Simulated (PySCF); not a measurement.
Working out the ionisation energy of Ar²⁺

Ar²⁺ [Ne] 3s2 3p4 (3P) → Ar³⁺ [Ne] 3s2 3p3 (4S). Calculation: PySCF 2.14, in dyall-acv3z (19s12p6d4f, 113 functions); no relativity, point nucleus. Frozen: [Ne]; the 31 highest virtual orbitals dropped. Energies in hartree (1 hartree = 27.21139 eV):

| part | Ar²⁺ (lower) | Ar³⁺ (upper) |
| --- | --- | --- |
| UHF | -525.313300 | -523.865487 |
| CCSD correlation | -0.162766 | -0.127736 |
| (T) | -0.004579 | -0.003517 |

Q: What does Hartree-Fock give?

A: (-523.865487) − (-525.313300) = 1.447813 hartree = 39.397 eV.

Q: What do CCSD and CCSD(T) give?

A: The CCSD correlation energies differ by 0.035030 hartree = 0.953 eV and the triples by 0.001062 hartree = 0.029 eV, so CCSD gives 40.350 eV and CCSD(T) 40.379 eV.

A first-order spin-orbit estimate adds 0.062 eV to CCSD(T) (valence), giving 40.441 eV against 40.735 ± 0.012 eV (semi-empirical (NIST evaluation); NIST Atomic Spectra Database, ionization energies).

What remains against the reference includes basis incompleteness, the frozen core and higher excitations.
